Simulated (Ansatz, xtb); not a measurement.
## ClH3NOSi+: which of two isomers lies lower

Structure X is `[NH3+][Si](=O)Cl`, a singlet and structure Y is `[NH2+]=[Si](O)Cl`, a singlet. Both are isolated ions in the gas phase, relaxed with PBE0-D3(BJ)/def2-SVP; the shapes shown needn't be the lowest conformers.

X (Å):

```xyz
7

Cl    0.9155    0.5028   -4.5438
N    -0.6501   -0.2018   -2.0012
O     2.0012   -1.2042   -1.9315
Si    1.0457   -0.4199   -2.8004
H    -0.6266   -0.6713   -1.0822
H    -1.4226   -0.6185   -2.5429
H    -0.9112    0.7829   -1.8401
```

Y (Å):

```xyz
7

Cl    0.2719    0.9559   -4.5007
N     0.0611    0.4296   -1.4288
O    -0.0275   -1.7669   -3.2510
Si    0.0873   -0.2204   -2.9384
H     0.1378    1.4333   -1.2677
H    -0.0312   -0.1084   -0.5687
H    -0.1249   -2.5423   -2.6827
```

Q: Estimate E(Y) − E(X) at the level CCSD(T)/def2-TZVP.

A: Calculated at CCSD(T)/def2-TZVP: E(Y) − E(X) = −122.3 kJ/mol, so structure Y lies lower.

How the difference moves with the method:

```
               level              geometry  E(Y) − E(X) (kJ/mol)  departure from the last row (kJ/mol)  job, with rough time for the two
            GFN2-xTB              GFN2-xTB                   −51.7                                 +70.6              optimisation, 0.56 s
           HF/STO-3G              GFN2-xTB                  −139.3                                 −17.0               single point, 1.3 s
  r2SCAN-D4/def2-SVP              GFN2-xTB                  −123.4                                  −1.1               single point, 7.5 s
PBE0-D3(BJ)/def2-SVP  PBE0-D3(BJ)/def2-SVP                  −127.9                                  −5.6             optimisation, 2.8 min
        HF/def2-TZVP  PBE0-D3(BJ)/def2-SVP                  −174.3                                 −52.0           part of the CCSD(T) run
       MP2/def2-TZVP  PBE0-D3(BJ)/def2-SVP                  −117.5                                  +4.8           part of the CCSD(T) run
   CCSD(T)/def2-TZVP  PBE0-D3(BJ)/def2-SVP                  −122.3                                                   single point, 2.1 min
```

As drawn, Y has 1 N=Si, 1 O–Si, 1 O–H in place of 1 N–Si, 1 O=Si, 1 N–H.

None of the levels shown reverses the order. The largest departure from CCSD(T)/def2-TZVP is that of GFN2-xTB, 70.6 kJ/mol.

With harmonic frequencies from PBE0-D3(BJ)/def2-SVP (ideal gas, rigid rotor, one conformer each, 298.15 K, 1 atm): on the last row, ΔE + ΔZPE = −128.1, ΔH = −128.4, ΔG = −125.6 kJ/mol.

The correlated steps freeze 12 core orbitals. Programs: Ansatz 0.2.0, xtb 6.7.1; the last row on 1 thread of Intel(R) Xeon(R) Processor @ 2.50GHz (Skylake/Cascade Lake) on a shared host.
